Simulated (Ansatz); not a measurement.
Geometry optimisation of WSe₂⁻.

```yaml
crystal:
  periodic: [false, false, false]
  atoms:
    - {symbol: W, position_ang: [-0.443730, -1.244770, -0.280000]}
    - {symbol: Se, position_ang: [-0.339790, 1.186910, -0.990470]}
    - {symbol: Se, position_ang: [0.783510, 0.057860, 1.270470]}
basis:
  gaussian: {orbitals: def2-TZVPD}
total_charge: -1
magnetization: {spin_polarized: true, initial_magnetization: 1}
hamiltonian: {xc: pbe, dispersion: d4}
scf: {lower_state_search: "off"}
output: {orbitals: {seedname: orbitals}}
relax: {f_tol: 0.02, max_steps: 100}
```

```sh
$ ansatz run in.yaml --threads 4 --pin off --events-out ev --progress --plain --max-ram 3916MiB
```

It prints (some lines left out):

```
Functional definition: PBE
  name "PBE"
  cite "Perdew, Burke & Ernzerhof, Phys. Rev. Lett. 77, 3865 (1996) doi:10.1103/PhysRevLett.77.3865"
  parent pbe
  parameter kappa = 0.804
  parameter beta = 0.06672455060314922
  exchange = pbe_x(kappa = kappa, mu = beta*pi^2/3)
  correlation = pbe_c(beta = beta)
these checks for a lower state are left out or cut short: stability, starts, cluster_reference, orbital_swaps, neighbouring_geometries, increment
mean field -132506.79089047 eV, -4869.5347488959 hartree, gradient 3.7e-6 eV, S^2 1.891739; 0 other end points of the search recorded, 0 dependent functions left out
the calculation of the forces begins
relax step   1: F+E_penalty+E_count = -132506.92856892 eV  Δ(F+E_penalty+E_count) = +0.000e0 eV  max|allowed force component| = 1.947e0 eV/Å  Δτ_max = 0.0000 Å  (143 SCF iters, accepted)
these checks for a lower state are left out or cut short: stability, starts, cluster_reference, orbital_swaps, neighbouring_geometries, increment
mean field -132508.27843936 eV, -4869.5894153095 hartree, gradient 2.3e-6 eV, S^2 1.277140; 0 other end points of the search recorded, 0 dependent functions left out
the calculation of the forces begins
relax step   2: F+E_penalty+E_count = -132508.41266266 eV  Δ(F+E_penalty+E_count) = -1.484e0 eV  max|allowed force component| = 2.422e0 eV/Å  Δτ_max = 0.1990 Å  (80 SCF iters, accepted)
these checks for a lower state are left out or cut short: stability, starts, cluster_reference, orbital_swaps, neighbouring_geometries, increment
mean field -132509.05148859 eV, -4869.6178243446 hartree, gradient 4.8e-6 eV, S^2 1.314789; 0 other end points of the search recorded, 0 dependent functions left out
the calculation of the forces begins
relax step   3: F+E_penalty+E_count = -132509.18083060 eV  Δ(F+E_penalty+E_count) = -7.682e-1 eV  max|allowed force component| = 1.007e0 eV/Å  Δτ_max = 0.1936 Å  (45 SCF iters, accepted)
these checks for a lower state are left out or cut short: stability, starts, cluster_reference, orbital_swaps, neighbouring_geometries, increment
mean field -132509.41124816 eV, -4869.6310452650 hartree, gradient 2.5e-6 eV, S^2 1.406949; 0 other end points of the search recorded, 0 dependent functions left out
the calculation of the forces begins
relax step   4: F+E_penalty+E_count = -132509.53393649 eV  Δ(F+E_penalty+E_count) = -3.531e-1 eV  max|allowed force component| = 8.722e-1 eV/Å  Δτ_max = 0.1950 Å  (48 SCF iters, accepted)
these checks for a lower state are left out or cut short: stability, starts, cluster_reference, orbital_swaps, neighbouring_geometries, increment
mean field -132509.54568566 eV, -4869.6359857522 hartree, gradient 5.8e-6 eV, S^2 1.463786; 0 other end points of the search recorded, 0 dependent functions left out
the calculation of the forces begins
relax step   5: F+E_penalty+E_count = -132509.66299270 eV  Δ(F+E_penalty+E_count) = -1.291e-1 eV  max|allowed force component| = 1.358e-1 eV/Å  Δτ_max = 0.1451 Å  (43 SCF iters, accepted)
these checks for a lower state are left out or cut short: stability, starts, cluster_reference, orbital_swaps, neighbouring_geometries, increment
mean field -132509.56382868 eV, -4869.6366524956 hartree, gradient 2.7e-6 eV, S^2 1.486730; 0 other end points of the search recorded, 0 dependent functions left out
the calculation of the forces begins
relax step   6: F+E_penalty+E_count = -132509.67904987 eV  Δ(F+E_penalty+E_count) = -1.606e-2 eV  max|allowed force component| = 4.927e-2 eV/Å  Δτ_max = 0.0551 Å  (50 SCF iters, accepted)
these checks for a lower state are left out or cut short: stability, starts, cluster_reference, orbital_swaps, neighbouring_geometries, increment
mean field -132509.56778662 eV, -4869.6367979473 hartree, gradient 5.2e-6 eV, S^2 1.501803; 0 other end points of the search recorded, 0 dependent functions left out
the calculation of the forces begins
relax step   7: F+E_penalty+E_count = -132509.68175284 eV  Δ(F+E_penalty+E_count) = -2.703e-3 eV  max|allowed force component| = 2.099e-2 eV/Å  Δτ_max = 0.0330 Å  (51 SCF iters, accepted)
these checks for a lower state are left out or cut short: stability, starts, cluster_reference, orbital_swaps, neighbouring_geometries, increment
mean field -132509.56784683 eV, -4869.6368001599 hartree, gradient 4.4e-6 eV, S^2 1.501830; 0 other end points of the search recorded, 0 dependent functions left out
the calculation of the forces begins
relax step   8: F+E_penalty+E_count = -132509.68175436 eV  Δ(F+E_penalty+E_count) = -1.520e-6 eV  max|allowed force component| = 2.325e-2 eV/Å  Δτ_max = 0.0046 Å  (38 SCF iters, accepted)
these checks for a lower state are left out or cut short: stability, starts, cluster_reference, orbital_swaps, neighbouring_geometries, increment
mean field -132509.56789827 eV, -4869.6368020503 hartree, gradient 5.8e-6 eV, S^2 1.502429; 0 other end points of the search recorded, 0 dependent functions left out
the calculation of the forces begins
relax step   9: F+E_penalty+E_count = -132509.68178787 eV  Δ(F+E_penalty+E_count) = -3.351e-5 eV  max|allowed force component| = 2.130e-4 eV/Å  Δτ_max = 0.0012 Å  (39 SCF iters, accepted)
Total energy: -132509.68183612 eV, -4869.6409891892 hartree
Atom 0 at    -0.224347    -0.581612    -0.158874 Å, force    -0.000032    -0.000112    -0.000016 eV/Å
Atom 1 at    -0.759820     1.099942    -1.651262 Å, force    -0.000086     0.000156    -0.000197 eV/Å
Atom 2 at     0.984157    -0.518331     1.810136 Å, force     0.000119    -0.000044     0.000213 eV/Å
Dipole moment:    -0.040577    -0.187868    -0.067358 e Å
Checks for a lower state left out: stability, starts, cluster_reference, orbital_swaps, neighbouring_geometries, increment
```

Hardware: 4 threads of Arm Neoverse V1 on a shared host. Wall time 35 s.

In the def2 sets W takes a core potential; there is no spin–orbit coupling. The charge -1 doublet is spin-contaminated (final ⟨S²⟩ up to 1.50, 0.75 for a pure state). The relaxation made no stability test and no search for a lower SCF solution. No other spin state of charge -1 was run. The structure comes from a short search, and lower isomers may exist.
